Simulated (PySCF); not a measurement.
A structure optimised at PBE0-D3(BJ)/def2-SVP, used in a PySCF frequency run:

```xyz
11

C      1.2380     0.2559     0.0000
C      0.3603    -0.1641     1.2089
Si    -1.1130    -0.0426     0.0000
C      0.3603    -0.1641    -1.2089
H      1.3718     1.3494     0.0000
H      2.2461    -0.1959     0.0000
H      0.5602    -1.2049     1.5088
H      0.4085     0.4752     2.1014
H     -1.7250     1.3356     0.0000
H      0.4085     0.4752    -2.1014
H      0.5602    -1.2049    -1.5088
```
Charge 0, spin multiplicity 2.

Write its SMILES, formula and point group.

C1C[SiH]C1, C₃H₇Si, Cs

What are its rotational constants (standard atomic weights)?

8.8560, 6.6864, 4.3676 GHz
